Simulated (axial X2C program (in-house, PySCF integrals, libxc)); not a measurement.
## LiTi: properties at the nuclei

Computed with an in-house all-electron X2C program for linear molecules (integrals from PySCF): two-component X2C with atomic mean-field Coulomb and Gaunt terms, Gaussian nuclei, basis Ti dyall-cv3z, Li dyall-cv3z with contracted cores.

R = 2.748 Å (near the PBE0 minimum at charge 0 of the determinant lowest at the starting distance; the state shown can have its own minimum elsewhere).

Input and command:
```json
{"zs": [22, 3], "q": 0, "bas": ["dyall-cv3z", "dyall-cv3z"], "r0": 2.69, "levels": ["PBE0", "HF", "r2SCAN", "BHandHLYP", "B3LYP"], "nst": 3}
```
```bash
python soeom.py task.json out
```

Keys: zs atomic numbers; q charge; bas basis sets; r0 starting distance in Å; levels methods; nst determinants followed.

Determinant lowest in the PBE0 search, Ω = 1/2 (⟨Sz⟩ = -1.50, ⟨Lz⟩ = 2.00 at PBE0), spin on the atoms Ti -1.59, Li 0.09:

```tsv
level	Eeff magnitude (GV/cm)	Ws magnitude Ti (kHz)	A∥/gI Ti (MHz)	qzz Ti (a.u.)	A∥/gI Li (MHz)	qzz Li (a.u.)	μ (D)
PBE0	0.0252	0.0171	306	0.01	63.9	0.00	1.40
r2SCAN	0.0781	0.0577	-142	0.02	109	0.00	1.47
BHandHLYP	0.0407	0.0341	604	0.02	28	0.00	1.57
B3LYP	0.00629	0.00948	527	0.05	32.9	0.00	2.06
```

Eeff is the effective electric field on the electron electric dipole moment in this Ω state and Ws the scalar–pseudoscalar constant of the nucleus named (defined with the proton number Z and per Ω); A∥ (defined per Ω) follows by multiplying with gI = μI/(I μN); qzz is the electric field gradient, eQq0 = 234.96 MHz × Q/barn × qzz; μ is positive if the Li end (last atom) is positive. The operators were transformed with the bare-nucleus X2C matrices; with these basis sets, hyperfine constants and field gradients can be off by tens of per cent, and where levels differ in sign neither size nor sign is settled.

Each state is one determinant with collinear spin, which with several unpaired electrons need not be a pure state. In the state Ω = 1/2 the sign of Eeff differs between levels (BHandHLYP, B3LYP against PBE0). With several open shells hyperfine constants can be off by a factor of several. Where Eeff spreads by more than a factor of two the levels disagree and none is to be relied on. Left out as unconverged or as another state under the same occupation: HF in at least one table. At BHandHLYP a later determinant lies lower. States lie within half an eV, so the first need not be the ground state. The sign of Ws at Ti differs between levels in the first state. Further determinants of the search, some of them spin-mixed, are not shown. Where a field gradient or hyperfine factor spreads by more than a factor of two over the levels, a constant derived from it is not to be relied on.
